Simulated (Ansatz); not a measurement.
SbAs2⁺. The state is a singlet with charge 1. Geometry relaxed at r2SCAN-D4/def2-TZVP.

```xyz
3

As   -0.173   -0.903    1.032
As   -1.153    0.668   -0.367
Sb    1.325    0.235   -0.665
```

In the def2 sets Sb takes a core potential; there is no spin–orbit coupling. The structure comes from a short search, and lower isomers may exist.

Question: Estimate the harmonic wavenumbers at RKS r2SCAN-D4/def2-TZVP (Ansatz, unscaled). Is this a minimum?

Answer: 238, 240, 344 cm⁻¹. Yes, no mode is imaginary beyond noise. Zero-point energy 4.9 kJ/mol. It took 29 s on 4 threads of Arm Neoverse V2 on a shared host.
